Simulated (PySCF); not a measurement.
## Assigning NMR signals

Cartesian coordinates in Å; atom numbers follow the order of the lines, from 1:
```xyz
16

C     3.151    0.489   -0.179
O     1.817    0.365   -0.548
Si    0.613   -0.077    0.428
O    -0.583    0.004   -0.667
C    -1.874   -0.445   -0.529
C    -2.532   -0.045    0.790
F    -2.376    1.270    1.046
F    -1.971   -0.707    1.831
H     3.688    0.966   -0.999
H     3.257    1.096    0.723
H     3.588   -0.493    0.016
H     0.777   -1.440    0.942
H     0.432    0.864    1.531
H    -1.915   -1.543   -0.578
H    -2.469   -0.027   -1.348
H    -3.611   -0.268    0.798
```

[PySCF: geometry from GFN2-xTB; shielding tensors at PBE0/pcSseg-1 (GIAO); a single conformation; rapidly exchanging positions averaged; no relativistic terms; in vacuum]

Shifts are taken against calculated references (same method and geometry level): ¹³C, ¹H against TMS.

(1) Assign these signals to the numbered atoms. ¹³C{¹H} NMR (computed): δ 120.3, 67.7, 49.8.

(2) Assign these signals to the numbered atoms. ¹H NMR (400 MHz, computed): δ 6.08 (m, 1H), 4.86 (s, 2H), 4.27 (m, 2H), 3.78 (s, 3H).

Answers

(1) 
```tsv
δ (ppm)	atoms	environment	reason
120.3	C6	sp3 CH bonded to 2 F	2 electronegative neighbours deshield it
67.7	C5	sp3 CH2 bonded to O	the inductive effect lowers its shielding
49.8	C1	methyl carbon bonded to O	the inductive effect lowers its shielding
```

(2) 
6.08 → H16, hydrogen on an sp3 CH bonded to 2 F: its carbon carries F, an electronegative neighbour
4.86 → H12/H13, hydrogen on a silicon bonded to 2 O
4.27 → H14/H15, hydrogen on an sp3 CH2 bonded to O: its carbon carries O, hence the downfield position
3.78 → H9/H10/H11, hydrogen on a methyl carbon bonded to O: its carbon carries O, hence the downfield position

Splittings by ¹⁹F in the carbon and heteronuclear signals aren't shown, as no couplings were computed. Shifts are as computed. Against solution values, carbons near 30 ppm lie about +3 ppm off and those near 130 ppm about +5 ppm (rms about the fit 2.1 ppm; single classes can miss by 10 ppm). Of 1328 compounds with measured shifts, 309 miss one by over three times the rms of a fit or turn the order of signals round; such compounds aren't used in these exercises. Signals without a measured value on file couldn't be tested in this way; 1H shifts scatter by 0.2 ppm about their fit, and single ones miss by 0.5 ppm. No couplings were computed; multiplicities are counted from neighbouring protons, with m where these are inequivalent, close in shift, in a saturated or five-membered ring or joined by F or P, and br s for small geminal =CH2 splittings.
